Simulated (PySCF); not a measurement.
# Towards the basis-set limit for SiI

State: ²Π, doublet, unpaired electrons π ↑. De refers to Si + I. ROHF-based CCSD(T) in PySCF 2.14 with Si cc-pV(T+d)Z, I cc-pVTZ-PP with ECP28 and Si cc-pV(Q+d)Z, I cc-pVQZ-PP with ECP28 (frozen core orbitals: 14; scalar-relativistic core potentials). Correlation energies are extrapolated as n⁻³ (n = 3, 4), Hartree–Fock as (n+1)·exp(−9√n).

| Level | Re (Å) | ωe (cm⁻¹) | ωexe (cm⁻¹) | αe (cm⁻¹) | De (eV) |
| --- | --- | --- | --- | --- | --- |
| CCSD(T)/TZ | 2.4640 | 360.6 | 1.10 | 0.000537 | 3.034 |
| CCSD(T)/QZ | 2.4557 | 361.4 | 1.10 | 0.000543 | 3.171 |
| HF/CBS | 2.4798 | 348.4 | 1.03 | 0.000532 | 2.097 |
| MP2/CBS | 2.4414 | 369.1 | 1.08 | 0.000538 | 3.313 |
| CCSD/CBS | 2.4504 | 363.7 | 1.09 | 0.000541 | 3.099 |
| CCSD(T)/CBS | 2.4515 | 362.7 | 1.10 | 0.000544 | 3.266 |

Problem. How much is left between CCSD(T)/QZ and the basis-set limit, and how much do the triples give at the limit?

Solution. CCSD(T)/CBS less CCSD(T)/QZ: -4.2 mÅ in Re, +1.3 cm⁻¹ in ωe and +0.095 eV in De. CCSD(T)/CBS less CCSD/CBS: +1.1 mÅ in Re, -1.0 cm⁻¹ in ωe and +0.167 eV in De.

The T1 diagnostic is 0.025. The state was picked by a PBE0 search and need not be the measured ground state. Spin–orbit coupling, excitations beyond (T) and corrections to the Born–Oppenheimer picture are left out, and spin–orbit coupling matters for open p, d or f shells this heavy.

The whole job (state search and all basis sets along the bond) took about 6.8 min on 4 threads of Intel Xeon Platinum 8488C (shared host), peak memory 11 GiB.
